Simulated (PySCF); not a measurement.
Potential energy surface of H₃N (cation, charge +1), doublet: umbrella (inversion) coordinate, bond length relaxed. Scanned: angle between the N-H bonds and the threefold axis (90 = planar). Other coordinates (N-H bond length) were minimised at PBE0/def2-TZVP.

The free coordinates were minimised at PBE0/def2-TZVP in PySCF; the energy column is CCSD(T) on UHF/cc-pVTZ, 1 core orbital frozen run with PySCF, in eV.

```json
[
 {"a / °": "90", "N-H bond length / Å": "1.024", "E": "0.000"},
 {"a / °": "93", "N-H bond length / Å": "1.024", "E": "0.010"},
 {"a / °": "96", "N-H bond length / Å": "1.025", "E": "0.040"},
 {"a / °": "99", "N-H bond length / Å": "1.026", "E": "0.094"},
 {"a / °": "102", "N-H bond length / Å": "1.027", "E": "0.175"},
 {"a / °": "105", "N-H bond length / Å": "1.028", "E": "0.290"},
 {"a / °": "108", "N-H bond length / Å": "1.030", "E": "0.443"},
 {"a / °": "111", "N-H bond length / Å": "1.032", "E": "0.641"},
 {"a / °": "114", "N-H bond length / Å": "1.035", "E": "0.891"},
 {"a / °": "117", "N-H bond length / Å": "1.038", "E": "1.199"},
 {"a / °": "120", "N-H bond length / Å": "1.041", "E": "1.571"},
 {"a / °": "123", "N-H bond length / Å": "1.045", "E": "2.013"},
 {"a / °": "126", "N-H bond length / Å": "1.049", "E": "2.532"},
 {"a / °": "129", "N-H bond length / Å": "1.054", "E": "3.137"},
 {"a / °": "132", "N-H bond length / Å": "1.060", "E": "3.836"}
]
```
